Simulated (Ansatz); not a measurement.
Consider the redistribution: `[CH3][Al]([F])[BH]O` + `O[SiH2]N[SiH](O)Cl` → `[CH3][AlH][BH]O` + `O[Si@H](F)N[Si@H](O)Cl`.

Computed with Ansatz on PBE0-D4/def2-TZVP structures; ΔE is electronic, products minus reactants. CCSD(T)/CBS adds triple-zeta CCSD(T) − MP2 to the extrapolated MP2 energy (def2 sets, frozen cores). Functionals use def2-TZVPP. Each species was taken in one conformer, which may not be the lowest.

```tsv
species	ωB97X-V energy (Eh)
`[CH3][Al]([F])[BH]O`	-483.56568
`O[SiH2]N[SiH](O)Cl`	-1248.11829
`[CH3][AlH][BH]O`	-384.21418
`O[Si@H](F)N[Si@H](O)Cl`	-1347.45778
```

(1) Work out ΔE.

Largest T1 diagnostic among the species: 0.013.

## Answers

(1) ΔE = (-384.21418) + (-1347.45778) − (-483.56568) − (-1248.11829) = 0.01201 Eh = +31.5 kJ/mol. CCSD(T)/CBS gives +32.5 kJ/mol.

From PBE to PBE0 (25 % exact exchange), in def2-TZVPP and without D4, ΔE moves by −3.0 kJ/mol. In def2-TZVPP, CCSD(T) changes the Hartree–Fock value by +3.3 kJ/mol (the triples alone add +0.0 kJ/mol) and MP2 by +6.8 kJ/mol.
